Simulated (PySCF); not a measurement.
# Spinor energies of Pt⁶⁷⁺ (platinum, charge +67)

Start: [Ne] 3s1; 3s1/2 filled at m_j = +1/2. Calculated with PySCF 2.14 in an even-tempered Gaussian basis (17 s from 23 bohr⁻², ratio 2.4; 14 p from 30 bohr⁻², ratio 2.4; 4 d from 96 bohr⁻², ratio 2.6; 4 f from 140 bohr⁻², ratio 2.6): generalised Hartree-Fock with the X2C-1e Hamiltonian and a Gaussian nucleus; one run each with spin-orbit coupling (SO) switched off, then screened by Boettger's factors.

```
spinor shell  electrons  ε, spin-free (eV)  ε, screened SO (eV)  weight of nominal j (screened SO)  rms radius, screened SO (bohr)
       1s1/2          2           -84907.4             -84886.1                              1.000                          0.0193
       2s1/2          2           -19703.1             -19697.8                              1.000                          0.0768
       2p1/2          2           -17883.6             -19169.2                              1.000                          0.0650
       3s1/2          1            -8108.7              -8107.8                              1.000                           0.183
```

(1) Where does 2p3/2 lie, and what is the 2p spin-orbit splitting (screened SO)?

```tsv
quantity	spin-free	screened SO
E (hartree)	-12723.81940	-12745.16541
M_J	1/2	1/2
⟨J²⟩	0.750	0.750
⟨L²⟩	0.000	0.043
⟨S²⟩	0.750	0.793
```

Each row is a mean over spinors that exchange with the open shell spreads, by up to 18.304 eV (2s1/2).

Breit and QED terms are absent; they matter most for the inner s and p1/2 levels.

Densities and radii are taken from the X2C orbitals without a picture-change correction, which distorts them close to the nucleus.

Without spin-orbit coupling the j labels of p, d and f shells carry no meaning; the spin-free column gives the mean over the occupied spinors of each nl shell.

Answers

(1) At -17380.1 eV, 1789.2 eV above 2p1/2.
